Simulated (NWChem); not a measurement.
System: CH2ClF; SMILES FCCl

NWChem input:

```
start job
memory heap 200 mb stack 900 mb global 1100 mb
geometry units angstroms noautosym nocenter noautoz
  F      0.389191     1.505790     0.000000
  C     -0.571544     0.565043     0.000000
  Cl     0.131186    -1.062862     0.000000
  H     -1.185066     0.659826     0.907841
  H     -1.185066     0.659826    -0.907841
end
basis spherical
  * library sto-3g
end
dft
  xc hfexch
  iterations 150
end
property
  shielding 4 1 2 3 4
end
task dft property
```

Excerpt of the output:

```
             Northwest Computational Chemistry Package (NWChem) 7.3.0
             --------------------------------------------------------

                             Geometry "geometry" -> ""
                             -------------------------

 Output coordinates in angstroms (scale by  1.889725989 to convert to a.u.)

  No.       Tag          Charge          X              Y              Z
 ---- ---------------- ---------- -------------- -------------- --------------
    1 F                    9.0000     0.38919100     1.50579000     0.00000000
    2 C                    6.0000    -0.57154400     0.56504300     0.00000000
    3 Cl                  17.0000     0.13118600    -1.06286200     0.00000000
    4 H                    1.0000    -1.18506600     0.65982600     0.90784100
    5 H                    1.0000    -1.18506600     0.65982600    -0.90784100

 Effective nuclear repulsion energy (a.u.)     101.5275868794

  xc_inp: hfexch multiplicative factor not found.
                              NWChem Property Module
                              ----------------------

  itol2e modified to match energy
  convergence criterion.

                                 NWChem DFT Module
                                 -----------------

 Summary of "ao basis" -> "ao basis" (spherical)
 ------------------------------------------------------------------------------
       Tag                 Description            Shells   Functions and Types
 ---------------- ------------------------------  ------  ---------------------
 F                           sto-3g                  3        5   2s1p
 C                           sto-3g                  3        5   2s1p
 Cl                          sto-3g                  5        9   3s2p
 H                           sto-3g                  1        1   1s

  itol2e modified to match energy
  convergence criterion.

            General Information
            -------------------
          SCF calculation type: DFT
          Wavefunction type:  closed shell.
          No. of atoms     :     5
          No. of electrons :    34
           Alpha electrons :    17
            Beta electrons :    17
          Charge           :     0
          Spin multiplicity:     1
          Use of symmetry is: off; symmetry adaption is: off
          Maximum number of iterations: 150
          AO basis - number of functions:    21
                     number of shells:    13
          Convergence on energy requested:  1.00D-07
          Convergence on density requested:  1.00D-05
          Convergence on gradient requested:  5.00D-04

              XC Information
              --------------
                     Hartree-Fock (Exact) Exchange  1.000

      Superposition of Atomic Density Guess
      -------------------------------------

 Sum of atomic energies:        -590.66440330

      Non-variational initial energy
      ------------------------------

 Total energy =    -590.845691
 1-e energy   =   -1022.390219
 2-e energy   =     330.016941
 HOMO         =      -0.246943
 LUMO         =       0.351765

   convergence    iter        energy       DeltaE   RMS-Dens  Diis-err
 ---------------- ----- ----------------- --------- --------- ---------
 d= 0,ls=0.0,diis     1   -591.0598463781 -6.93D+02  4.61D-02  5.33D-01
 d= 0,ls=0.0,diis     2   -591.1606884562 -1.01D-01  1.02D-02  5.47D-02
 d= 0,ls=0.0,diis     3   -591.1691949021 -8.51D-03  4.03D-03  1.65D-03
 d= 0,ls=0.0,diis     4   -591.1697796197 -5.85D-04  4.61D-04  2.51D-05
 d= 0,ls=0.0,diis     5   -591.1697890168 -9.40D-06  1.10D-04  1.14D-06
 d= 0,ls=0.0,diis     6   -591.1697894325 -4.16D-07  1.07D-05  1.30D-08
 d= 0,ls=0.0,diis     7   -591.1697894372 -4.68D-09  2.38D-06  6.11D-10

         Total DFT energy =     -591.169789437176
      One electron energy =    -1021.720334274438
           Coulomb energy =      372.721804207338
    Exchange-Corr. energy =      -43.698846249463
 Nuclear repulsion energy =      101.527586879387

 Numeric. integr. density =        0.000000000000

                       DFT Final Molecular Orbital Analysis
                       ------------------------------------

 Vector   15  Occ=2.000000D+00  E=-4.401991D-01
              MO Center=  1.0D-01,  3.1D-01,  1.9D-15, r^2= 2.4D+00
   Bfn.  Coefficient  Atom+Function         Bfn.  Coefficient  Atom+Function
  ----- ------------  ---------------      ----- ------------  ---------------
    18      0.532670  3 Cl py                 4      0.509584  1 F  py
     3     -0.473165  1 F  px                17     -0.256537  3 Cl px
     9     -0.224437  2 C  py                 8      0.188374  2 C  px
    20     -0.164593  4 H  s                 21     -0.164593  5 H  s
    14     -0.150365  3 Cl py                16     -0.149941  3 Cl s

 Vector   16  Occ=2.000000D+00  E=-4.019009D-01
              MO Center=  1.3D-01, -9.3D-01, -1.9D-16, r^2= 1.3D+00
   Bfn.  Coefficient  Atom+Function         Bfn.  Coefficient  Atom+Function
  ----- ------------  ---------------      ----- ------------  ---------------
    17      0.921921  3 Cl px                18      0.401431  3 Cl py
    13     -0.247920  3 Cl px                 4      0.192987  1 F  py
    14     -0.108048  3 Cl py                 3      0.081718  1 F  px
     8     -0.078922  2 C  px                20      0.072335  4 H  s
    21      0.072335  5 H  s

[...]

          -----------------------------------------
          Chemical Shielding Tensors (GIAO, in ppm)
          -----------------------------------------

                                NWChem CPHF Module
                                ------------------

  scftype          =     RHF
  nclosed          =       17
  nopen            =        0
  variables        =       68
  # of vectors     =        3
  tolerance        = 0.10D-03
  level shift      = 0.00D+00
  max iterations   =       50
  max subspace     =       30

 SCF residual:    1.0100047787225535E-005

Iterative solution of linear equations
  No. of variables       68
  No. of equations        3
  Maximum subspace       30
        Iterations       50
       Convergence  1.0D-04

   iter   nsub   residual    time
   ----  ------  --------  ---------
     1      3    1.06D+00       0.9
     2      6    7.84D-02       1.1
     3      9    2.05D-02       1.2
     4     12    4.62D-03       1.3
     5     15    7.55D-04       1.5
     6     18    1.98D-04       1.6
     7     21    2.11D-05       1.7

      Atom:    1  F
        Diamagnetic
    460.9535     23.0823      0.0000
     23.0823    465.6440      0.0000
      0.0000      0.0000    437.6700

        Paramagnetic
     -3.7186    -79.8131      0.0000
    -79.8131     28.7909      0.0000
      0.0000      0.0000     20.6620

        Total Shielding Tensor
    457.2350    -56.7308      0.0000
    -56.7308    494.4349      0.0000
      0.0000      0.0000    458.3320

           isotropic =     470.0006
          anisotropy =      98.3046

          Principal Components and Axis System
                 1           2           3
              535.5370    458.3320    416.1329

      1        -0.5867      0.0000      0.8098
      2         0.8098      0.0000      0.5867
      3         0.0000      1.0000      0.0000

      Atom:    2  C
        Diamagnetic
    248.6275     -2.0745      0.0000
     -2.0745    257.5257     -0.0000
      0.0000     -0.0000    244.7682

        Paramagnetic
    -61.6764     13.7858     -0.0000
     13.7858    -58.0529      0.0000
     -0.0000      0.0000   -107.8995

        Total Shielding Tensor
    186.9511     11.7112     -0.0000
     11.7112    199.4728      0.0000
     -0.0000      0.0000    136.8688

           isotropic =     174.4309
          anisotropy =      48.0911

          Principal Components and Axis System
                 1           2           3
              206.4916    179.9322    136.8688

      1         0.5141      0.8577      0.0000
      2         0.8577     -0.5141      0.0000
      3         0.0000      0.0000      1.0000

      Atom:    3  Cl
        Diamagnetic
   1124.7894     -4.2071     -0.0000
     -4.2071   1134.3159      0.0000
     -0.0000      0.0000   1122.7861

        Paramagnetic
    -67.0403    -13.9523     -0.0000
    -13.9523    -29.5795      0.0000
     -0.0000      0.0000   -138.6650

        Total Shielding Tensor
   1057.7491    -18.1594     -0.0000
    -18.1594   1104.7364      0.0000
     -0.0000      0.0000    984.1211

           isotropic =    1048.8689
          anisotropy =      93.1014

          Principal Components and Axis System
                 1           2           3
             1110.9365   1051.5491    984.1211

      1        -0.3231      0.9464      0.0000
      2         0.9464      0.3231      0.0000
      3         0.0000      0.0000      1.0000

      Atom:    4  H
        Diamagnetic
     30.3658     -2.3046     -8.3880
     -2.3046     26.8872      2.2898
     -8.3880      2.2898     33.2324

        Paramagnetic
      0.1158      0.0153      2.8258
      0.0153      2.0503     -0.7483
      2.8258     -0.7483     -3.7462

        Total Shielding Tensor
     30.4816     -2.2894     -5.5622
     -2.2894     28.9375      1.5415
     -5.5622      1.5415     29.4862

           isotropic =      29.6351
          anisotropy =      10.3709

          Principal Components and Axis System
                 1           2           3
               36.5491     27.9992     24.3570

      1         0.7021      0.1775      0.6896
      2        -0.3381      0.9354      0.1035
      3        -0.6267     -0.3058      0.7167
```

Level: Hartree-Fock/STO-3G, GIAO. STO-3G and 3-21G are far too small for this property and stand as cheap habits. The geometry was optimised at PBE0/def2-SVP. The printed shielding anisotropy is the first printed principal value minus the mean of the other two.
